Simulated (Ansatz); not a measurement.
NiMe2 (C2H6Ni), 9 atoms. Hardware: 2 threads of Intel Xeon Platinum 8488C on a shared host.

Problem. How many basis functions does each of these Ansatz runs have, and roughly what does it cost? revPBE-D4/def2-TZVP, charge 0 triplet, energy, from earlier orbitals; r2SCAN-D4/def2-TZVP, charge 1 quartet at the geometry of the charge 0 triplet, energy, from earlier orbitals; PBE0-D4/def2-TZVPD, charge 0 triplet, energy, from earlier orbitals; ωB97M-V/def2-TZVP, charge 1 quartet at the geometry of the charge 0 triplet, energy, from earlier orbitals; CAM-B3LYP-D4/def2-TZVP, charge 1 quartet at the geometry of the charge 0 triplet, energy, from earlier orbitals; LC-ωPBE (ω = 0.15 bohr⁻¹)/def2-TZVP, charge -1 doublet at the geometry of the charge 0 triplet, energy, from earlier orbitals; HSE06-D4/def2-TZVP, charge 0 singlet, energy, from earlier orbitals; ωB97X-V/def2-TZVP, charge 0 triplet, energy, from earlier orbitals; LC-ωPBE/def2-TZVP, charge 0 triplet, energy, from earlier orbitals; PBE-D4/def2-SVP, charge 0 triplet, energy, from earlier orbitals; BHLYP-D4/def2-TZVP, charge 1 quartet at the geometry of the charge 0 triplet, energy, from earlier orbitals; LC-ωPBE (ω = 0.30 bohr⁻¹)/def2-TZVP, charge 0 singlet, energy, from earlier orbitals.

Solution. Other jobs shared the machine, so times can vary by a factor of up to 3. A dash marks memory too small to be measured apart from the calling script's.

```tsv
run	functions	fitting or Cholesky vectors	wall time	peak host memory (GiB)
LC-ωPBE (ω = 0.30 bohr⁻¹)/def2-TZVP, charge 0 singlet, energy, from earlier orbitals	143	1071	1.8 s	–
HSE06-D4/def2-TZVP, charge 0 singlet, energy, from earlier orbitals	143	1162	1.9 s	–
revPBE-D4/def2-TZVP, charge 0 triplet, energy, from earlier orbitals	143	1071	2.7 s	–
PBE-D4/def2-SVP, charge 0 triplet, energy, from earlier orbitals	89	1056	3.3 s	–
LC-ωPBE (ω = 0.15 bohr⁻¹)/def2-TZVP, charge -1 doublet at the geometry of the charge 0 triplet, energy, from earlier orbitals	143	1071	6.5 s	–
LC-ωPBE/def2-TZVP, charge 0 triplet, energy, from earlier orbitals	143	1071	8 s	–
r2SCAN-D4/def2-TZVP, charge 1 quartet at the geometry of the charge 0 triplet, energy, from earlier orbitals	143	1071	8.5 s	–
CAM-B3LYP-D4/def2-TZVP, charge 1 quartet at the geometry of the charge 0 triplet, energy, from earlier orbitals	143	1136	9 s	0.62
BHLYP-D4/def2-TZVP, charge 1 quartet at the geometry of the charge 0 triplet, energy, from earlier orbitals	143	1272	9 s	0.61
PBE0-D4/def2-TZVPD, charge 0 triplet, energy, from earlier orbitals	176	1223	11 s	0.72
ωB97M-V/def2-TZVP, charge 1 quartet at the geometry of the charge 0 triplet, energy, from earlier orbitals	143	1136	26 s	0.79
ωB97X-V/def2-TZVP, charge 0 triplet, energy, from earlier orbitals	143	1136	26 s	0.75
```
